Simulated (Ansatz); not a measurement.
Basis-set extrapolation for C6H6O2 (`Oc1cccc(O)c1`) (PBE0-D4/def2-TZVP geometry, frozen core, Ansatz). Multiplicity 1, RHF reference.

```tsv
	def2-TZVPP	def2-QZVPP
HF	-380.575788	-380.592223
MP2 correlation	-1.412813	-1.511753
CCSD(T) correlation	-1.501841	not run
```

Energies in hartree. Use E(X) = E(∞) + A·exp(−7.88·√X) for Hartree–Fock and E(X) = E(∞) + B·X^(−2.97) for correlation, with X = 3 and 4, and add CCSD(T) minus MP2 of the smaller set to the MP2 limit.

What is the CCSD(T) energy at the basis-set limit?

HF limit: -380.592223 + (-0.016435) × 0.13774 = -380.59449. MP2 limit: -1.511753 + (-0.098940) × 0.74074 = -1.58504. Higher-order term: -1.501841 − (-1.412813) = -0.08903. Total: -382.26856 hartree, 501.3 kJ/mol below CCSD(T)/def2-TZVPP.
